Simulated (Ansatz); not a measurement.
A nudged elastic band was laid between two geometries of AlBClH₄N (8 atoms, charge 0, multiplicity 1).

The calculation used RKS revPBE-D4/6-31G (Ansatz 0.2.0).

```json
{
  "movable images": "7",
  "climbing image": "yes",
  "spring": "5.0 eV/Å²",
  "optimiser": "quadratic models (default)",
  "start path": "IDPP",
  "force threshold": "0.05 eV/Å",
  "iteration limit": "60",
  "end points": "relaxed"
}
```

Initial state:

```xyz
8
Properties=species:S:1:pos:R:3
N -0.154 1.384 0.315
B 0.822 0.402 0.067
Al 0.051 -1.550 -0.349
Cl -2.211 -1.459 -0.263
H 0.074 2.357 0.527
H -1.157 1.185 0.299
H 1.986 0.716 0.104
H 0.589 -3.034 -0.698
```

Final state:

```xyz
8
Properties=species:S:1:pos:R:3
N -0.154 1.385 0.311
B 0.822 0.403 0.069
Al 0.051 -1.551 -0.348
Cl -2.210 -1.462 -0.257
H -1.157 1.187 0.291
H 0.073 2.358 0.523
H 1.987 0.714 0.112
H 0.589 -3.034 -0.700
```

Problem. What changes between the two ends?

Solution. No bond is made or broken. The dihedral H5–N1–B2–Al3 goes from 180 to 0°. The two ends are copies of one structure, up to a mirror image or an exchange of like atoms.

Problem. What energy profile does the band end with?

Solution. It converged. The highest image is number 4 of 0 to 8, 177.5 kJ/mol above the ends, which have the same energy within 2 meV. A vibrational analysis at the climbing image gives 2 clearly imaginary modes (1343i, 51i cm⁻¹): a point of higher order, so a lower path passes nearby. Limits of this set-up: no polarisation functions.

```tsv
image	path coordinate (Å)	energy (kJ/mol)	dihedral H5–N1–B2–Al3 (°)
0	0.00	0.0	180
1	0.49	10.1	-157
2	0.98	47.0	-129
3	1.47	118.4	-96
4	1.96	177.5	-66
5	2.48	114.1	-54
6	3.00	42.4	-37
7	3.51	7.9	-14
8	4.03	0.0	0
```

Problem. What is the geometry of the highest image?

Solution. 
```xyz
8
Properties=species:S:1:pos:R:3:forces:R:3
N -0.163 1.357 0.873 0.01 -0.01 0.00
B 0.773 0.268 0.556 0.01 0.00 -0.01
Al 0.161 -1.326 -0.878 0.00 -0.01 0.00
Cl -1.981 -0.959 -1.492 0.00 0.00 0.00
H -0.407 1.997 0.109 -0.01 0.00 0.00
H -1.022 1.093 1.368 -0.01 0.01 0.00
H 1.873 0.219 1.067 0.00 0.01 0.01
H 0.766 -2.650 -1.604 0.00 0.00 0.00
```

The run took 3.3 min on 1 thread of Arm Neoverse N1, with other jobs on the host, peak memory 0.1 GiB.
